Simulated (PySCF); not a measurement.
Species: C8H14N (charge +1).
Structure used (PBE0-D3(BJ)/def2-SVP), in Å, numbered top down from 1:
```xyz
23
C8H14N angstrom
C      1.9222    2.2695   -1.4610
C      1.5365    1.4075   -0.7051
C      1.1251    0.3582    0.2045
C      1.5524   -1.0711   -0.1433
C      0.4871   -1.9760    0.5067
C     -0.5402   -1.0249    1.1156
N     -0.3960    0.2611    0.3502
C     -1.0626    0.1561   -0.9769
C     -0.9427    1.4257    1.0884
H      2.2741    3.0398   -2.1272
H      1.4719    0.6080    1.2212
H      1.5966   -1.2026   -1.2328
H      2.5651   -1.2526    0.2384
H      0.0261   -2.6418   -0.2355
H      0.9063   -2.6228    1.2883
H     -0.3104   -0.7899    2.1638
H     -1.5828   -1.3630    1.0566
H     -0.6792   -0.7160   -1.5175
H     -2.1417    0.0478   -0.8155
H     -0.8527    1.0653   -1.5522
H     -2.0244    1.2949    1.2153
H     -0.4573    1.4915    2.0700
H     -0.7386    2.3365    0.5114
```

Method used: PySCF 2.14.0, PBE0-D3(BJ)/def2-SVP geometry optimisation, gas phase.

Masses are those of the commonest isotopes; rigid-rotor values at the optimised geometry. The values belong to one conformer with, in the numbering `[CH:1]#[C:2][C@@H:3]1[CH2:4][CH2:5][CH2:6][N+:7]1([CH3:8])[CH3:9]`, C2–C3–C4–C5 -153°, C3–C4–C5–C6 3°, C4–C5–C6–N7 23°, C5–C6–N7–C8 78°.

(1) Give the principal moments of inertia and the rotational constants in MHz.

(2) What kind of rotor is it?

(3) What does the inertial defect say?

(4) List the rotational levels J(Ka,Kc) to J = 3 (cm⁻¹).

(5) Which types of transition are allowed, and where do some lines up to J = 3 fall?

Answers

(1) Ia = 218.24, Ib = 331.78, Ic = 434.03 u·Å²; 505379 MHz·u·Å²/I gives A = 2316, B = 1523, C = 1164 MHz.

(2) An asymmetric top: κ = (2 × 1523 − 2316 − 1164)/(2316 − 1164) = -0.38.

(3) Not planar: Δ = Ic − Ia − Ib = -115.99 u·Å². For a rigid frame Δ = −2 Σ m c², so Σ m c² = 57.99 u·Å² lies off the ab plane: 21.34 from hydrogen and 36.66 from heavier atoms. The atom farthest from that plane is 2.00 Å away.

(4) Above 0(0,0):
J = 1: 1(0,1) 0.0896, 1(1,1) 0.1161, 1(1,0) 0.1281
J = 2: 2(0,2) 0.2657, 2(1,2) 0.2834, 2(1,1) 0.3193, 2(2,1) 0.3986, 2(2,0) 0.4019
J = 3: 3(0,3) 0.5230, 3(1,3) 0.5326, 3(1,2) 0.6038, 3(2,2) 0.6676, 3(2,1) 0.6824, 3(3,1) 0.8315, 3(3,0) 0.8321
The levels of one J sum to (2J + 1)J(J + 1)(A + B + C)/3.

(5) The dipole components (about the centre of mass, as the species is charged) are |μa| = 1.38 D, |μb| = 1.94 D, |μc| = 0.13 D. Intensities carry the squares of the components, which stand as 0.51 : 1.00 : 0.00 (a : b : c). Some lines, for components of 0.1 D or more:

```csv
type,branch,"J(Ka,Kc)",MHz,lower level (cm⁻¹)
a,Q,"3(2,1) ← 3(2,2)",446,0.668
c,Q,"2(1,2) ← 2(0,2)",531,0.266
a,Q,"2(1,1) ← 2(1,2)",1077,0.283
b,Q,"1(1,0) ← 1(0,1)",1151,0.090
c,Q,"2(2,1) ← 2(1,1)",2377,0.319
b,Q,"2(2,0) ← 2(1,1)",2474,0.319
a,R,"2(1,2) ← 1(1,1)",5016,0.116
a,R,"2(0,2) ← 1(0,1)",5278,0.090
b,R,"3(1,2) ← 2(2,1)",6152,0.399
c,R,"2(2,0) ← 1(1,0)",8209,0.128
a,R,"3(2,1) ← 2(2,0)",8412,0.402
a,R,"3(1,2) ← 2(1,1)",8530,0.319
c,R,"3(2,1) ← 2(1,1)",10886,0.319
c,R,"3(2,2) ← 2(1,2)",11517,0.283
b,R,"3(2,1) ← 2(1,2)",11963,0.283
c,R,"3(3,0) ← 2(2,0)",12897,0.402
c,R,"3(3,1) ← 2(2,1)",12977,0.399
b,R,"3(3,0) ← 2(2,1)",12994,0.399
```

Stationary, but not proved a minimum. These are rigid-rotor constants of the computed structure; measured ground-state constants (B0) also hold zero-point vibration. A rigid rotor knows nothing of internal rotation, which can split or shift real lines. Quadrupole hyperfine structure (14N) is left out.
